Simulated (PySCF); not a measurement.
# Polarisability and C₆ of Cr²⁺ (chromium, charge +2)

[Ar] 3d4, high-spin 5D determinant. All numbers are calculated (PySCF 2.14, scalar relativity by spin-free X2C-1e, in aug-cc-pVDZ-DK (7s6p4d2f, 59 functions)). Coupled (time-dependent) response in atomic units; α is the mean over directions. A double-zeta set is small for polarisabilities.

| method | mean α (bohr³) | α xx, yy, zz | C₆ (like pair) | S(−4) |
| --- | --- | --- | --- | --- |
| UHF | 3.569 | 3.347, 3.347, 4.014 | 10.22 | 6.881 |
| PBE | 4.436 | 4.138, 4.138, 5.031 | 12.56 | 14.62 |
| PBE0 | 4.103 | 3.834, 3.834, 4.641 | 11.66 | 11.22 |

S(−4) is the Cauchy moment in α(ω) = α(0) + S(−4) ω² + …

α(iu) at PBE:

```tsv
u (hartree)	α(iu) (bohr³)
0	4.436
0.0500	4.400
0.100	4.298
0.200	3.964
0.300	3.572
0.500	2.893
0.750	2.301
1.00	1.893
1.50	1.362
2.00	1.029
3.00	0.6371
5.00	0.2993
```

For an ion, C₆ is the dispersion term alone; charge-induced terms of lower order in 1/R come first.

The components differ because the open shell of this determinant is not spherical; for a pure term their mean is the scalar polarisability.
